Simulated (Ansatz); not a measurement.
Pulling on the Si1–Ge2 bond in GeH6Si (SMILES [SiH3][GeH3]) (multiplicity 1 held, fragments rigid). Energies count from the point at 2.388 Å.
Geometry at that point (charge 0, multiplicity 1):
| atom | x (Å) | y (Å) | z (Å) |
|---|---|---|---|
| Si | -1.6041 | -0.1283 | 0.0205 |
| Ge | 0.7760 | 0.0621 | -0.0099 |
| H | -2.1772 | 0.8180 | 1.0069 |
| H | -1.9990 | -1.5073 | 0.3935 |
| H | -2.1562 | 0.1829 | -1.3193 |
| H | 1.2041 | 1.4898 | -0.3959 |
| H | 1.3883 | -0.9150 | -1.0303 |
| H | 1.3666 | -0.2582 | 1.3754 |

R- and RO- levels are restricted; in cc, def2 and unpolarised 6-31G sets they are followed outwards from rest. U- levels take the lowest unrestricted solution at each point, which mixes spins at long bonds. Active spaces are followed from a long bond inwards. Curves can end on different states.

Correlated levels freeze the cores. Filled d and f shells under p-block atoms count as core.

The values were computed with Ansatz (Gaussian basis) for Hartree–Fock, density functionals and correlated methods. Values without a source in brackets are computed.

Energies in eV.

| R (Å) | U-MP2/def2-SVP | R-SCS-MP2/def2-SVP | U-SCS-MP2/def2-SVP | SC-NEVPT2 on CASSCF(2,2)/def2-SVP | FIC-MRCISD+Q on CASSCF(2,2)/def2-SVP |
|---|---|---|---|---|---|
| 1.910 | 2.42 | 2.46 | 2.46 | 2.44 | 2.44 |
| 2.149 | 0.46 | 0.47 | 0.47 | 0.49 | 0.47 |
| 2.388 | 0.00 | 0.00 | 0.00 | 0.00 | 0.00 |
| 2.627 | 0.21 | 0.20 | 0.20 | 0.17 | 0.19 |
| 2.865 | 0.70 | 0.68 | 0.68 | 0.60 | 0.65 |
| 3.224 | 1.68 | 1.52 | 1.65 | 1.36 | 1.41 |
| 3.582 | 2.51 | 2.29 | 2.51 | 2.00 | 2.06 |
| 4.179 | 2.92 | 3.24 | 2.92 | 2.66 | 2.71 |
| 4.776 | 3.01 | 3.75 | 3.02 | 2.90 | 2.95 |
| 5.492 | 3.04 | 3.84 | 3.04 | 2.98 | 3.02 |
| 6.447 | 3.05 | 3.36 | 3.05 | 2.99 | 3.04 |
| 7.641 | 3.05 | 2.40 | 3.05 | 3.00 | 3.04 |

Doubts at one or more of the structures used: a spin-contaminated determinant (U-MP2/def2-SVP, U-SCS-MP2/def2-SVP); a restricted determinant that unrestricted orbitals would lower (R-SCS-MP2/def2-SVP).

Ansatz is a quantum-chemistry and plane-wave program.
